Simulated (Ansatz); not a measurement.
System: trichloro(fluoro)methane, CCl$_{3}$F, net charge 0, singlet state. SMILES: FC(Cl)(Cl)Cl
Geometry: optimised at B3LYP-D3(BJ)/def2-TZVP (Ansatz, an electronic-structure program).

Computed values are from Ansatz. Cores are frozen in the correlated levels unless marked. UHF or UKS for open shells. No spin-orbit coupling. No relativistic terms. CBS(X,Y): correlation extrapolated as X^-3; Hartree-Fock from the larger set (for Q and 5 zeta extrapolated as (X+1)exp(-9√X)).

```
Item                                                                                                                                                    Value
-------------------------------------  ----------------------------------------------------------------------------------------------------------------------
atomisation energy De                                                                                  352.2 kcal/mol at CCSD(T)/CBS(cc-pV(Q+d)Z,cc-pV(5+d)Z)
total energy                                                                                            -1517.1399 Eh at CCSD(T)/CBS(cc-pV(Q+d)Z,cc-pV(5+d)Z)
dipole moment                                                                                                               0.44 D at CCSD(T)/aug-cc-pV(D+d)Z
T1 diagnostic                                                                                                                       0.011 at CCSD/cc-pV(5+d)Z
measured enthalpy of formation, 298 K  -69.5 kcal/mol (Active Thermochemical Tables 1.112 (ions: stationary electron), as tabulated in the package chemicals)
measured dipole moment                                                    0.45 D (NIST CCCBDB, as tabulated in the package chemicals; older table, unchecked)
```
